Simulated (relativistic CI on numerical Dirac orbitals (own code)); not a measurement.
# Spin-allowed bands of a d8 ion in an octahedral site, by hand

Problem. Take Δ = 11600 cm⁻¹ and B = 540 cm⁻¹ for a d8 ion in an octahedral site. Calculate the three spin-allowed bands.

Working.
1. The terms of highest spin are 3F (energy 0) and 3P (15B = 8100 cm⁻¹). Here the F term splits into A2 at −1.2Δ = -13920, T2 at −0.2Δ = -2320 and T1 at +0.6Δ = 6960 cm⁻¹.
2. The two T1 states mix through the element 0.4Δ: H = [[6960, 4640], [4640, 8100]], with roots ½(H₁₁ + H₂₂) ∓ ½√[(H₂₂ − H₁₁)² + 4H₁₂²] = ½(15060) ∓ ½(9350) = 2855 and 12205 cm⁻¹.
3. The ground term is 3A2 at -13920 cm⁻¹.
4. Bands: 3T2 11600 cm⁻¹ (862 nm), 3T1(F) 16775 cm⁻¹ (596 nm), 3T1(P) 26125 cm⁻¹ (383 nm).

Check. Exact diagonalisation of the whole d8 shell with these parameters gives 3T2 11600, 3T1 16775, 3T1 26125 cm⁻¹. The match is exact, since without spin-orbit coupling no other term has this spin. The ratio of the second band to the first, 1.446, depends on Δ/B = 21.5 alone, which is how a Tanabe-Sugano diagram is read.
